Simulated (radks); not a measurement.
Valence configurations of Gd II (all share [Xe]). Calculated with a radial shooting solver on a logarithmic mesh with Libxc functionals: scalar-relativistic Kohn-Sham, r2SCAN, spin-polarised, spherical densities, finite nucleus; open shells are filled with parallel spins first (spin-orbit coupling, left out, can overturn this in heavy ions); meta-GGA in the generalised Kohn-Sham scheme; Fermi nuclear charge, rms radius 5.1569 fm. Energies are relative to 4f7 5d1 6s1; eigenvalues in eV for spin up.

valence,E (eV),moment (Bohr magnetons),e(4f),e(5d),e(6p),e(6s)
4f7 5d1 6s1,0.000,9,-17.209,-8.961,-,-10.000
4f8 6s1,0.727,7,-10.882,-,-,-9.168
4f7 6s2,0.841,7,-19.842,-,-,-10.445
4f7 5d2,0.990,9,-14.951,-7.556,-,-
4f7.5 5d1 6p0.5,2.417,8,-13.506,-7.922,-5.739,-
4f8 5d1,2.509,7,-9.051,-6.108,-,-
4f7 6s1 6p1,3.274,9,-20.793,-,-7.510,-11.623
4f8.5 5d0.5,4.146,6,-7.078,-5.591,-,-
4f6.5 5d1.5 6s1,4.767,9,-20.518,-9.771,-,-10.333
4f6.5 5d1 6s1 6p0.5,6.662,9,-22.385,-10.941,-6.974,-11.198

NIST lists [Xe] 4f7 5d1 6s1 as the ground configuration; this level of theory agrees among the configurations tried. The energies are those of spherical high-spin densities, not of single terms.
